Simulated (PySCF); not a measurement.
Calculation: ωB97X-D3(BJ)/def2-TZVP // PBE0-D3(BJ)/def2-TZVP (PySCF 2.14.0). Gas-phase values, no solvent. One relaxed conformer stands for a flexible species; it need not be the lowest. Delta-SCF ions had no search for a lower state. Excitations are Tamm–Dancoff values on a coarser integration grid. The basis has no diffuse functions, so Rydberg states are missing or too high.

Reference species (SMILES): `[SiH](I)=C` (neutral, multiplicity 1).

| Quantity | Result |
|---|---|
| HOMO | -8.82 eV |
| HOMO–LUMO gap | 9.47 eV |
| S1 excitation (TDA) | 4.83 eV |
| vertical ionisation energy (Delta-SCF) | 8.55 eV |

Changed species: `C=[SiH]SC` (C–Si–S–C torsion 0°) (X = methylthio; the reference has X = iodo).

Question: Predict the effect on the HOMO, HOMO–LUMO gap, S1 excitation (TDA) and vertical ionisation energy (Delta-SCF).

Answer: the HOMO rises by 0.45 eV, to -8.37 eV; the HOMO–LUMO gap goes up by 0.17 eV, to 9.64 eV; the S1 excitation (TDA) increases by 0.36 eV, to 5.19 eV; the vertical ionisation energy (Delta-SCF) decreases by 0.44 eV, to 8.11 eV.
